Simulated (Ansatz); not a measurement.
Species: heptafluorocyclopentane, C5H3F7, charge 0, multiplicity 1. 
Coordinates optimised at B3LYP-D3(BJ)/def2-TZVP (Ansatz, a quantum-chemistry and plane-wave program):
```xyz
15

F     -2.6656    -0.2599     0.6189
C     -1.5210    -0.3521    -0.1373
C     -0.6280    -1.5157     0.3148
C      0.8246    -1.0500     0.1442
F      1.5360    -1.8552    -0.6802
F      1.4740    -1.0129     1.3345
C      0.7469     0.3969    -0.4371
F      1.7540     1.1869    -0.0515
F      0.7375     0.3230    -1.7921
C     -0.6433     0.8941     0.0224
F     -0.5683     1.2547     1.3267
F     -1.0726     1.9555    -0.6870
H     -1.8120    -0.4342    -1.1855
H     -0.8096    -1.7097     1.3709
H     -0.8086    -2.4252    -0.2517
```
Charge 0, spin multiplicity 1.

Quantity: atomisation energy (electronic, to ground-state atoms), in kcal/mol. Valence correlation only, unless marked. Open shells are spin-unrestricted. Spin-orbit coupling is left out. Non-relativistic. The coupled-cluster limit lacks core correlation, which all-electron functionals hold. CBS marks a two-point X^-3 extrapolation of the correlation energy; Hartree-Fock from the larger set. [CCSD(T)-MP2]/basis is that difference in the basis named.

| level | program | atomisation energy (kcal/mol) |
|---|---|---|
| BHLYP-D3(BJ)/def2-TZVPD | Ansatz + dftd3 | 1450.2 |
| wB97M-V/def2-TZVPD | Ansatz | 1546.3 |
| wB97X-V/def2-TZVPD | Ansatz | 1548.1 |
| RI-MP2/aug-cc-pVQZ | Ansatz | 1593.7 |
| SCS-MP2/aug-cc-pVDZ | Ansatz | 1463.5 |

### Question
Predict the RI-MP2/CBS(cc-pVTZ,cc-pVQZ)+[CCSD(T)-MP2]/cc-pVTZ result (Ansatz).

### Answer
1538.8 kcal/mol
